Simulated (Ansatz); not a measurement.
Energy needed to pull apart SiH4Se (SMILES [SiH3][SeH]), singlet, into free ground-state atoms, from the structure below (displaced at random from a GFN2-xTB minimum); no zero-point or spin–orbit terms; open-shell atoms are treated unrestricted, in their ground-state multiplicity.

```tsv
atom	x (Å)	y (Å)	z (Å)
Si1	-0.3295	-0.2247	-0.5164
Se2	0.9140	-0.1754	1.5184
H3	-1.7252	0.3884	-0.2156
H4	-0.3887	-1.7494	-0.8080
H5	0.5745	0.5751	-1.4265
H6	0.6919	1.2555	1.5260
```

Program: Ansatz 0.2.0. Basis: def2-TZVPP. Cores are frozen in the correlated methods. Filled d shells of the heavier atoms are correlated. The def2 sets are not built for correlating such inner shells, so the correlated values are less sure here.

| method | atomization energy (kcal/mol) |
| --- | --- |
| PBE-D4 | 378.5 |
| r2SCAN-D4 | ? |
| B97M-V | 382.5 |
| PBE0-D4 | 376.1 |
| BHLYP-D4 | 375.5 |
| wB97M-V | 380.2 |
| HF | ? |
| MP2 | 368.0 |
| CCSD | 369.3 |
| CCSD(T) | 373.3 |

What does r2SCAN-D4 give? (To be estimated.)

Computed: 382.1 kcal/mol, which is about 8.8 kcal/mol more than CCSD(T)/def2-TZVPP.

What does HF give? (To be estimated.)

Computed: 280.7 kcal/mol, which is about 92.7 kcal/mol less than CCSD(T)/def2-TZVPP.

In triple zeta the MP2 and coupled-cluster atomization energies are still short of their basis limit by a few kcal/mol a bond, whereas those of the functionals are nearly converged, so these differences are not deviations from converged CCSD(T).

T1 diagnostic: at most 0.010.

For scale, one of the runs: CCSD(T)/def2-TZVPP forces, 146 basis functions (an equivalent command: `ansatz run in.yaml --threads 4`). Hardware: 4 CPU threads, shared host. Wall time 47 s; peak host memory 1.5 GiB.
